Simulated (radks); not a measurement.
The numbers below are computed, except where a source is named.
Dipole-allowed excitations along the series with 30 electrons in [Ar] 3d10 4s2. Level of theory: scalar-relativistic Kohn-Sham, LB94 model potential, spin-polarised, spherical densities, finite nucleus; Fermi nuclear charge, rms radius of each element as measured or else 0.836 A^(1/3) + 0.57 fm (a radial shooting solver on a logarithmic mesh with Libxc functionals). Time-dependent linear response with the Hartree and adiabatic LDA kernel, continuum included through the Sternheimer equations, no spin-orbit coupling, so fine structure and intercombination lines are absent. Lines are the poles of the dipole polarisability below minus the highest occupied eigenvalue, found on a grid refined at the orbital gaps; the lowest seven at most are given, and weak or close lines can be missed. The first line takes the name of the lowest orbital gap if no other gap lies below it; otherwise a line is named after a gap within 0.6 % of it, if that gap stands alone.

species  -e(HOMO) (eV)  lowest orbital gap (eV)  first line (eV)     f  static alpha (bohr^3)
Mo12+           284.81             4s-4p 31.360   37.640 (4s-4p)  1.35                 0.7812
Tc13+           319.98             4s-4p 33.708   40.335 (4s-4p)  1.33                 0.6682
Ru14+           357.02             4s-4p 36.117   43.091 (4s-4p)  1.31                 0.5758
Rh15+           395.92             4s-4p 38.593   45.913 (4s-4p)  1.29                 0.4994
Pd16+           436.69             4s-4p 41.141   48.806 (4s-4p)  1.28                 0.4356
Ag17+           479.32             4s-4p 43.766   51.777 (4s-4p)  1.26                 0.3819
